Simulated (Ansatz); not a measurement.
**Molecular dynamics of CH5ClSn**

input.yaml

```yaml
crystal:
  periodic: [false, false, false]
  atoms:
    - { symbol: Sn, position_ang: [0.010874, 0.019725, -0.077666] }
    - { symbol: Cl, position_ang: [-0.013564, -0.055219, 2.314985] }
    - { symbol: H, position_ang: [1.682224, 0.060004, -0.525953] }
    - { symbol: H, position_ang: [-0.80606, 1.483719, -0.508503] }
    - { symbol: C, position_ang: [-1.024421, -1.775417, -0.723184] }
    - { symbol: H, position_ang: [-1.511902, -2.2184, 0.16576] }
    - { symbol: H, position_ang: [-1.790368, -1.523345, -1.481601] }
    - { symbol: H, position_ang: [-0.299883, -2.496567, -1.146937] }
basis:
  gaussian: { orbitals: def2-SVP }
hamiltonian:
  xc: revpbe
  dispersion: d4
md:
  timestep: 2.0
  n_steps: 40
  ensemble: nvt_nose_hoover
  temperature: 500.0
  initial_velocities: maxwell_boltzmann
  seed: 430821
```

Launched with:

```bash
$ ansatz run input.yaml --threads 2 --pin off --max-ram 3072MiB --backend cpu --events-out ev --progress --plain --runs-dir out
```

It starts from a relaxed structure.

Output, in part (step lines, the closing report, with atoms numbered from 0):

```
md step     0: t =     0.00 fs  T =   500.0 K  F+E_penalty+E_count = -19467.55857697 eV  E_kin = 0.387780 eV  conserved = -19467.17079698 eV  (24 SCF iters)
[... lines left out ...]
Total energy: -19467.23866448 eV, -715.4078255514 hartree
Atom 0 at    -0.012984    -0.015332    -0.076881 Å, force    -0.515156     0.091298     0.408596 eV/Å
Atom 1 at     0.069142     0.056223     2.454036 Å, force    -0.042790    -0.254295    -1.383836 eV/Å
Atom 2 at     1.617582     0.152547    -0.665011 Å, force    -0.055688    -0.099468     0.185460 eV/Å
Atom 3 at    -0.947957     1.396147    -0.448268 Å, force     0.050043     0.097321     0.078979 eV/Å
Atom 4 at    -1.034022    -1.752081    -1.043402 Å, force     1.650891    -1.209087     1.848082 eV/Å
Atom 5 at    -1.919143    -2.109452    -0.473174 Å, force     0.106549     0.209501    -0.137654 eV/Å
Atom 6 at    -1.234090    -1.638784    -2.093499 Å, force    -0.353493     0.624073    -1.031938 eV/Å
Atom 7 at    -0.226920    -2.563775    -0.984414 Å, force    -0.840355     0.540657     0.032311 eV/Å
Dipole moment:    -0.060823    -0.216330    -0.635822 e Å
```

The steps, from the saved trajectory:

| time (fs) | T (K) | potential energy less start (eV) | conserved less start (meV/atom) |
| --- | --- | --- | --- |
| 0.0 | 500 | 0.000 | 0.00 |
| 2.0 | 413 | 0.091 | 2.94 |
| 4.0 | 374 | 0.119 | 2.65 |
| 6.0 | 369 | 0.106 | 0.54 |
| 8.0 | 257 | 0.224 | 4.44 |
| 10.0 | 279 | 0.175 | 0.44 |
| 12.0 | 215 | 0.243 | 2.66 |
| 14.0 | 180 | 0.273 | 2.94 |
| 16.0 | 228 | 0.219 | 0.91 |
| 18.0 | 187 | 0.273 | 3.55 |
| 20.0 | 241 | 0.210 | 0.82 |
| 22.0 | 246 | 0.217 | 2.06 |
| 24.0 | 223 | 0.240 | 2.66 |
| 26.0 | 270 | 0.192 | 1.15 |
| 28.0 | 227 | 0.236 | 2.37 |
| 30.0 | 228 | 0.231 | 1.70 |
| 32.0 | 247 | 0.219 | 1.92 |
| 34.0 | 239 | 0.232 | 2.63 |
| 36.0 | 302 | 0.176 | 1.58 |
| 38.0 | 315 | 0.172 | 2.08 |
| 40.0 | 356 | 0.140 | 1.85 |
| 42.0 | 393 | 0.114 | 1.83 |
| 44.0 | 369 | 0.138 | 2.16 |
| 46.0 | 362 | 0.143 | 1.82 |
| 48.0 | 315 | 0.182 | 2.02 |
| 50.0 | 283 | 0.210 | 2.07 |
| 52.0 | 241 | 0.246 | 2.27 |
| 54.0 | 193 | 0.283 | 2.05 |
| 56.0 | 176 | 0.301 | 2.44 |
| 58.0 | 177 | 0.299 | 2.09 |
| 60.0 | 204 | 0.282 | 2.40 |
| 62.0 | 232 | 0.261 | 2.14 |
| 64.0 | 247 | 0.246 | 1.57 |
| 66.0 | 226 | 0.271 | 2.31 |
| 68.0 | 206 | 0.289 | 2.33 |
| 70.0 | 215 | 0.280 | 1.86 |
| 72.0 | 161 | 0.327 | 2.19 |
| 74.0 | 134 | 0.350 | 2.14 |
| 76.0 | 138 | 0.347 | 2.01 |
| 78.0 | 119 | 0.371 | 2.90 |
| 80.0 | 180 | 0.320 | 2.20 |

All steps were run. The conserved energy stayed within 4.4 meV per atom of its start (net change 2.2 meV per atom), so there is no drift, though single steps change it by up to 32 meV in the whole system, a sign of fast motions only just resolved. The mean temperature of the second half is 53 % below the set value. A step of 2 fs is long for free X–H stretches (periods near 10 fs) and can bias their spread and the temperature. A run of 0.08 ps of so small a system gives no equilibrium averages.

The same pairs are bonded in the first frame and the last. Pairs count as bonded within 1.25 times the sum of covalent radii (0.12 Å more for H–H).

Last frame:

```xyz
8
Properties=species:S:1:pos:R:3
Sn -0.013 -0.015 -0.077
Cl 0.069 0.056 2.454
H 1.618 0.152 -0.665
H -0.948 1.396 -0.448
C -1.034 -1.752 -1.043
H -1.919 -2.110 -0.473
H -1.234 -1.639 -2.094
H -0.227 -2.564 -0.984
```

Run time: 2.9 min on 2 threads of Intel(R) Xeon(R) Processor @ 2.50GHz (Skylake/Cascade Lake), on a shared host, peak memory 0.13 GiB.
